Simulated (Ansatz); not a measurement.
Consider the redistribution: `I[SiH]1CS1` + `C#CC([SiH3])[SiH3]` → `C#C[SiH]1CS1` + `[SiH3]C([SiH3])I`.

Computed with Ansatz on PBE0-D4/def2-TZVP structures; ΔE is electronic, products minus reactants. CCSD(T)/CBS is the MP2 limit (def2-TZVPP, def2-QZVPP) plus CCSD(T) − MP2 in def2-TZVPP, frozen cores. DFT in def2-TZVPP. B3LYP here is the variant with VWN-RPA as its local correlation; programs differ in this. Elements past krypton have def2 core potentials. For I outer-core shells are correlated without core-valence functions, which leaves a few kJ/mol of doubt a bond.

`I[SiH]1CS1`:

```xyz
7

I    -1.022   -0.548   -2.597
Si   -0.445    0.497   -0.494
C     0.425   -0.476    0.792
S     1.537    0.818    0.020
H    -1.465    1.501   -0.135
H     0.231   -0.301    1.846
H     0.738   -1.491    0.567
```

`C#CC([SiH3])[SiH3]`:

```xyz
13

C     1.899    1.104    1.381
C     1.077    0.365    0.908
C     0.072   -0.469    0.298
Si   -1.640    0.294    0.559
Si    0.469   -0.713   -1.536
H     2.631    1.746    1.810
H     0.060   -1.463    0.764
H    -1.904    0.454    2.010
H    -2.666   -0.603   -0.036
H    -1.694    1.618   -0.110
H     0.429    0.601   -2.226
H     1.816   -1.317   -1.685
H    -0.549   -1.617   -2.136
```

`C#C[SiH]1CS1`:

Cartesian coordinates in Å:
```
C -1.672 -2.007 -0.111
C -0.873 -1.128 -0.322
Si 0.335 0.172 -0.662
C 0.979 1.183 0.728
S -0.189 2.162 -0.349
H -2.382 -2.779 0.078
H 1.209 -0.176 -1.797
H 0.596 1.018 1.731
H 1.998 1.556 0.705
```

`[SiH3]C([SiH3])I`:

```xyz
11

Si    0.268    1.230    1.016
C    -0.263    0.349   -0.555
Si    0.158   -1.479   -0.637
I    -2.399    0.542   -0.729
H    -0.350    0.557    2.185
H    -0.146    2.655    0.974
H     1.751    1.151    1.129
H     0.140    0.866   -1.429
H     1.638   -1.631   -0.566
H    -0.336   -2.065   -1.908
H    -0.463   -2.175    0.517
```

| level | ΔE (kJ/mol) |
| --- | --- |
| B3LYP-D4 | 76.2 |
| SCS-MP2/def2-TZVPP | 66.9 |
| HF/def2-QZVPP | 79.6 |
| MP2/def2-QZVPP | 72.3 |

(1) What does CCSD(T)/CBS give? (Estimate.)

Largest T1 diagnostic among the species: 0.013.

## Answers

(1) The calculation gave: +67.8 kJ/mol. The listed levels differ from it by 8.4, -0.9, 11.8, 4.5 kJ/mol.

From PBE to PBE0 (25 % exact exchange), in def2-TZVPP and without D4, ΔE moves by +4.1 kJ/mol. In def2-TZVPP, CCSD(T) changes the Hartree–Fock value by −13.4 kJ/mol (the triples alone add −2.5 kJ/mol) and MP2 by −8.2 kJ/mol.
